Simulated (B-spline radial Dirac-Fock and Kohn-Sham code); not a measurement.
ΔSCF core binding energies without Breit or QED terms, calculated with an atomic code on a B-spline grid.

A sound run for germanium as Ge³⁺, [Ar] 3d10 4s1: The ground state converged in 10 iterations, with total energy -2095.47734 Ha, virial ratio 1.97878 and highest orbital energy -44.73 eV. ΔSCF binding energies: K (1s) 11172.0 eV, L3 (2p3/2) 1264.7 eV, M5 (3d5/2) 72.55 eV.

A second run, with one unsound setting: The ground state had not converged after 99 iterations, with total energy -2095.10527 Ha, virial ratio 1.96714 and highest orbital energy -42.84 eV. ΔSCF binding energies: K (1s) 11211.5 eV, L3 (2p3/2) 1299.5 eV, M5 (3d5/2) 90.82 eV (not all states converged, so these are not final).

```
iter   energy (Ha)        error
   1    -2091.98183676  1.18e+00
   2    -2093.63437787  4.36e-01
   3    -2093.66355264  4.33e-01
   4    -2093.69228869  4.29e-01
   5    -2093.72059212  4.26e-01
   6    -2093.74846900  4.23e-01
   7    -2093.77592529  4.19e-01
   8    -2093.80296689  4.16e-01
   9    -2093.82959961  4.13e-01
  17    -2094.02861674  3.87e-01
  25    -2094.20459160  3.63e-01
  33    -2094.36003355  3.41e-01
  41    -2094.49720231  3.19e-01
  49    -2094.61812956  2.99e-01
  57    -2094.72463906  2.80e-01
  65    -2094.81836531  2.62e-01
  73    -2094.90077093  2.45e-01
  81    -2094.97316275  2.30e-01
  89    -2095.03670660  2.15e-01
  97    -2095.09244107  2.01e-01
  99    -2095.10526509  1.97e-01
```

Question: Which fault fits the second run best?
A. mesh too coarse
B. too few quadrature points
C. spline order too low
D. damping too heavy

Answer: D. The input had damp = 0.995; ndamp = 100: damp is so close to 1 that the orbitals hardly move in each step.
